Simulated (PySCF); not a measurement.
Potential energy curve for SMILES [SeH2] (H2Se). The Se1–H3 bond (Se1 also carries H; H3 carries nothing else) is stretched with both fragments frozen at the PBE0/def2-TZVP optimised geometry.

Level of theory: CCSD(T) on UHF/cc-pVDZ, 9 core orbitals frozen (PySCF 2.14.0).

Q: Relative to R = 1.47 Å, what are the energies at R = 1.17, 1.84, 1.97, 4.43 Å?

A: 164.5 kJ/mol at 1.17 Å, 83.7 kJ/mol at 1.84 Å, 127.5 kJ/mol at 1.97 Å, 336.4 kJ/mol at 4.43 Å.

The unrestricted determinant behind UCCSD(T) is spin-contaminated at 1.97 to 5.15 Å (<S²> up to 1.0, against 0.00 for a pure singlet).
